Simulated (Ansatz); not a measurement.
`O[SiH][S][GeH2][OH]` radical. Charge 0, multiplicity 2. The structure was optimised at the PBE0-D4/def2-TZVP level. It is one conformer, not always the lowest.

```xyz
10

O     1.873    0.859    0.616
Si    0.479    1.211    1.401
S    -1.191    1.407    0.048
Ge   -1.182   -0.683   -0.640
O     0.545   -1.058   -0.994
H     1.747    0.166   -0.052
H     0.640    2.545    2.044
H    -1.647   -1.680    0.436
H    -2.003   -0.771   -1.934
H     0.739   -1.996   -0.924
```

What is the dipole moment at PBE/def2-TZVPP? (Estimate.)

Ansatz gave: 3.09 D, with components (-1.00, -2.86, -0.62) D in this frame, pointing from negative to positive charge.

And with r2SCAN, B3LYP, ωB97M-V? (Estimate.)

Computed: r2SCAN 3.21 D, B3LYP 3.23 D, ωB97M-V 3.31 D.

Give the Mulliken charges with PBE, ωB97M-V, r2SCAN in def2-TZVPP. (Estimate.)

Computed: 
```
atom    PBE  ωB97M-V  r2SCAN
  O1  -0.33    -0.36   -0.39
 Si2   0.29     0.29    0.38
  S3  -0.30    -0.29   -0.36
 Ge4   0.41     0.37    0.48
  O5  -0.42    -0.46   -0.48
  H6   0.21     0.21    0.23
  H7  -0.05    -0.01   -0.06
  H8   0.00     0.03   -0.01
  H9   0.00     0.03    0.00
 H10   0.19     0.18    0.20
```

B3LYP here is the variant with VWN-RPA as its local correlation; programs differ in this.
